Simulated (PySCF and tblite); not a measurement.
**Conformer ensemble of C4H7NOSSi, numbered as in [CH3:1][O:2][c:3]1[n:4][c:5]([SiH3:6])[cH:7][s:8]1**

Geometries GFN2-xTB; weights from PBE0-D3(BJ)/pcSseg-1 energies and GFN2-xTB thermal corrections, with symmetry numbers and mirror pairs. Conformers within 2.5 kcal/mol (GFN2-xTB free energy) were kept, 4 at most. GIAO shieldings: PBE0/pcSseg-1. Shifts are against TMS (¹H), TMS (¹³C), TMS (²⁹Si), NH3 (¹⁵N) at the same level. Programs: PySCF with density fitting and tblite.

Torsions listed: C1–O2–C3–S8.

| conformer | shape | symmetry | E(GFN2) kcal/mol | E(DFT) kcal/mol | G(298.15 K) kcal/mol | weight % | dipole D |
| --- | --- | --- | --- | --- | --- | --- | --- |
| 1 | 180° | Cs | 0.00 | 0.00 | 0.00 | 100.0 | 0.48 |
| 2 | 0° | Cs | 1.77 | 4.33 | 4.50 | 0.1 | 2.90 |

Weights (%) against temperature:

```json
{"T (K)": "250", "1": "100.0", "2": "0.0", "S(mix) cal/mol/K": "0.00"}
{"T (K)": "298.15", "1": "100.0", "2": "0.1", "S(mix) cal/mol/K": "0.01"}
{"T (K)": "350", "1": "99.9", "2": "0.1", "S(mix) cal/mol/K": "0.02"}
```

Averaged shifts at 298.15 K. ¹H: 6.85 (H7, 1H), 4.42 (H6, 3H), 4.21 (H1, 3H) ppm. ¹³C: 181.9 (C3), 146.1 (C5), 130.6 (C7), 59.4 (C1) ppm. ²⁹Si: -79.6 (Si6) ppm. ¹⁵N: 296.9 (N4) ppm.

Coordinates of conformer 1 (Å):

```xyz
15

C     2.780    0.688    0.183
O     2.348   -0.643   -0.046
C     1.042   -0.787   -0.226
N     0.157    0.137   -0.212
C    -1.103   -0.354   -0.433
Si   -2.534    0.862   -0.448
C    -1.147   -1.695   -0.616
S     0.429   -2.410   -0.517
H     2.309    1.093    1.081
H     3.859    0.633    0.308
H     2.524    1.325   -0.666
H    -2.603    1.529    0.853
H    -2.308    1.846   -1.507
H    -3.754    0.094   -0.704
H    -2.003   -2.311   -0.803
```

Coordinates of conformer 2 (Å):

```xyz
15

C     3.214   -0.118    0.087
O     2.065    0.378    0.737
C     0.889    0.089    0.205
N    -0.222    0.479    0.700
C    -1.300    0.057   -0.026
Si   -3.011    0.550    0.575
C    -0.982   -0.685   -1.115
S     0.727   -0.885   -1.272
H     3.204   -1.212    0.052
H     3.286    0.268   -0.935
H     4.063    0.226    0.673
H    -3.976   -0.027   -0.366
H    -3.216    0.008    1.917
H    -3.108    2.008    0.581
H    -1.638   -1.128   -1.835
```

Unscaled ²⁹Si and ¹⁵N shifts at such levels can be off by tens of ppm; differences between conformers or isomers are more reliable. Shifts are unscaled: against experiment ¹³C can be off by 15 ppm or more and ¹H by 0.8 ppm.

Search and properties took 55 s on 1 thread of Intel Xeon @ 2.60GHz, shared host (rough), launched as `OMP_NUM_THREADS=1 python ens_run.py task.json out`.


¹⁵N shifts are against a computed isolated NH3 molecule, about 20 ppm from the liquid.